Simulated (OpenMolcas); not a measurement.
## Pd III: CASPT2 settings compared

```
Program             : OpenMolcas
Basis               : ANO-R2 [7s5p4d2f1g]
Scalar Hamiltonian  : X2C, finite nucleus
Active space        : 8 electrons in 5 orbitals (4d)
State averaging     : 2S+1 = 3 even, 10 roots; 2S+1 = 1 even, 14 roots kept (CI in the orbitals of an earlier block)
Spin-orbit coupling : state interaction with AMFI integrals over the reference wave functions, term energies averaged over their components
```

Methods on the same reference wave functions:
A. CASSCF
B. SS-CASPT2, IPEA 0.1 Eh, sigma1 regulariser 0.15 Eh (closed shells correlated: none)
C. SS-CASPT2, IPEA 0 Eh, no level shift (closed shells correlated: 4s 4p)
D. XMS-CASPT2, IPEA 0.35 Eh, imaginary shift 0.05 Eh (closed shells correlated: 3d 4s 4p)

Energies in cm⁻¹ above 4d⁸ ³F₄, the measured ground level; measured values from Moore, Atomic Energy Levels, vol. III, NSRDS-NBS 35 (1971 reprint of NBS Circular 467, 1958).

| Level | A | B | C | D | Measured |
| --- | --- | --- | --- | --- | --- |
| 4d⁸ ³F₄ | 0.0 | 0.0 | 0.0 | 0.0 | 0.0 |
| 4d⁸ ³F₃ | 3120 | 3130 | 3140 | 3140 | 3230 |
| 4d⁸ ³F₂ | 4808 | 4640 | 4550 | 4580 | 4687 |
| 4d⁸ ³P₁ | 17435 | 13800 | 13360 | 14010 | 13470 |
| 4d⁸ ³P₀ | 18188 | 14550 | 14120 | 14770 | 13699 |
| 4d⁸ ¹G₄ | 21550 | 19390 | 18110 | 18250 | 17880 |

Deviations, from unrounded energies. A percentage is the sum of absolute deviations over the sum of measured energies, with the sign that they share, or ± where signs differ.

| Against measurement | Levels | A | B | C | D |
| --- | --- | --- | --- | --- | --- |
| mean absolute deviation (cm-1) | 5 | 2500 | 570 | 190 | 430 |
| fine structure of the ground term (%) | 2 | ±2.9 | -1.8 | -2.8 | -2.5 |
| other terms of the ground configuration (%) | 3 | +26.9 | +6.0 | ±1.7 | +4.4 |

C lies closest to measurement on these levels and A furthest from it. The largest miss of C in the table is 4d⁸ ³P₀, by +420 cm-1. The ranking rests on the paired levels alone, and a cruder setting can come out closer through cancelling errors.

Among B to D the level of the table that moves most is 4d⁸ ¹G₄, by 1300 cm-1 (lowest in C, highest in B). Moves below CASPT2's spread within the term are not significant.

The mean deviations of B to D differ by less than CASPT2's widest spread within a term (2400 cm-1), so their order carries little weight.

From A to B the spin-free energies of the other terms of 4d⁸ shown, above ³F, scale by factors of 0.75 to 0.89, as is usual when dynamic correlation screens the repulsion within a d or f shell.

The lowest spin-free term lies below A's lowest term by 0.223 hartree in B, 0.528 hartree in C, 0.573 hartree in D.

CASPT2 does not keep the components of a term degenerate, so their means are used; among the terms shown or strongly mixed into the levels shown the widest spread is 2400 cm-1 (4d⁸ ³F, D). Levels of configurations with an s electron are missing; early in the row they begin among the upper levels of the d shell and mix with terms of their name. Terms from blocks run as CI alone lack orbitals of their own. Without dynamic correlation excited terms often stand tens of per cent too high (terms of higher spin than the ground term too low), and those without a measured partner can miss by more than the paired ones (holds for A). Computed and measured levels are paired by configuration, term and J; levels that our copy of the source lacks, or whose pairing is in doubt (as where it misses far off the trend of its configuration), stay unpaired and out of the deviations. Levels of configurations outside the active space are missing. The table leaves out levels that lie high or whose names do not pair safely across all columns.
